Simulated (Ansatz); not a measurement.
The lowest singlet and triplet of C3H2 (SMILES [CH]C#C); geometries from B3LYP-D3(BJ)/def2-TZVP, each state relaxed from the structure named, with no frequency check, low spin by broken symmetry.
Singlet (charge 0, multiplicity 1):
```xyz
5

C      0.000     0.000    -1.265
C      0.000     0.000     0.000
C      0.000     0.000     1.265
H      0.000     0.000    -2.326
H      0.000     0.000     2.326
```

A positive gap puts the triplet lower; no zero-point energy. R- takes a restricted singlet, here one determinant of a half-filled degenerate or near-degenerate pair, which mixes singlet states. U- takes an unrestricted singlet (broken symmetry where lower, unprojected). The triplet is unrestricted in single-reference levels. Active spaces average the two states.

Correlated levels freeze the cores.

Run with Ansatz (Gaussian orbitals). 

```json
[
 {"level": "R-HF/cc-pVQZ", "gap E(singlet) − E(triplet), vertical, at the singlet's geometry (kcal/mol)": "50.04"},
 {"level": "R-PBE/def2-TZVPP", "gap E(singlet) − E(triplet), vertical, at the singlet's geometry (kcal/mol)": "26.34"},
 {"level": "U-PBE/def2-TZVPP (spin-contaminated)", "gap E(singlet) − E(triplet), vertical, at the singlet's geometry (kcal/mol)": "7.56"},
 {"level": "U-B3LYP/def2-TZVPP (spin-contaminated)", "gap E(singlet) − E(triplet), vertical, at the singlet's geometry (kcal/mol)": "7.87"},
 {"level": "U-PBE0/def2-TZVPP (spin-contaminated)", "gap E(singlet) − E(triplet), vertical, at the singlet's geometry (kcal/mol)": "9.34"},
 {"level": "R-wB97X-V/def2-TZVPP", "gap E(singlet) − E(triplet), vertical, at the singlet's geometry (kcal/mol)": "25.53"},
 {"level": "R-MP2/cc-pVTZ", "gap E(singlet) − E(triplet), vertical, at the singlet's geometry (kcal/mol)": "15.85"},
 {"level": "SC-NEVPT2 on SA-CASSCF(6,6)/cc-pVTZ", "gap E(singlet) − E(triplet), vertical, at the singlet's geometry (kcal/mol)": "19.71"},
 {"level": "FIC-NEVPT4(SD) on SA-CASSCF(6,6)/cc-pVDZ", "gap E(singlet) − E(triplet), vertical, at the singlet's geometry (kcal/mol)": "(withheld)"}
]
```

Q: Some entries are withheld; supply them.

A: 
- FIC-NEVPT4(SD) on SA-CASSCF(6,6)/cc-pVDZ, gap E(singlet) − E(triplet), vertical, at the singlet's geometry (kcal/mol): 22.94

Doubts at one or more of the structures used: a restricted determinant that unrestricted orbitals would lower (R-HF/cc-pVQZ, R-PBE/def2-TZVPP, R-wB97X-V/def2-TZVPP, R-MP2/cc-pVTZ); a spin-contaminated determinant (R-HF/cc-pVQZ, R-MP2/cc-pVTZ).

Ansatz is a program for electronic structure.
